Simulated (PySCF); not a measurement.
C4H7FO, SMILES CC1(F)COC1.

Geometry: PBE0-D3(BJ)/def2-SVP.

Calculation: PySCF with CAM-B3LYP/def2-TZVP.

Gas-phase values at a fixed geometry.

```
Property                                                                                                        Value
---------------------------------------------------------------------------------------------  ----------------------
total energy                                                                                       -331.66352 hartree
point group                                                                                                        Cs
highest occupied level                                                                                       -9.03 eV
lowest empty level                                                                                            1.87 eV
orbital gap                                                                                                  10.89 eV
dipole moment                                                                                                  1.48 D
quadrupole, principal values (traceless, Buckingham form, about the centre of nuclear charge)   -9.13, 2.76, 6.38 D·Å
mean static polarisability                                                                       49.8 bohr³ (7.38 Å³)
polarisability, principal values                                                               46.4, 50.5, 52.5 bohr³
```
